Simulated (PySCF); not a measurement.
# How methods differ on the ionisation energy of Fe⁺

Fe⁺ [Ar] 3d6 4s1 (6D) → Fe²⁺ [Ar] 3d6 (5D), as a difference of total energies. Calculation: PySCF 2.14, in def2-TZVPPD (6s6p4d2f1g, 67 functions); no relativity, point nucleus. Correlated levels: valence and next inner shell: [Ne] frozen. The calculations carry no spin-orbit coupling.

```json
{"method": "UHF", "ionisation energy (eV)": "15.115"}
{"method": "MP2 (valence and next inner shell)", "ionisation energy (eV)": "15.916"}
{"method": "SCS-MP2 (valence and next inner shell)", "ionisation energy (eV)": "15.687"}
{"method": "CCSD (valence and next inner shell)", "ionisation energy (eV)": "15.850"}
{"method": "CCSD(T) (valence and next inner shell)", "ionisation energy (eV)": "15.900"}
```

Question: How much does correlation contribute at CCSD(T) (valence and next inner shell)?

Answer: 15.900 − (15.115) = 0.785 eV, measured against UHF.

These non-relativistic numbers lack the scalar-relativistic shift.

Errors of the correlated levels include the incompleteness of this basis and the frozen core.

For comparison: 16.199 eV (measured; NIST Atomic Spectra Database, ionization energies).
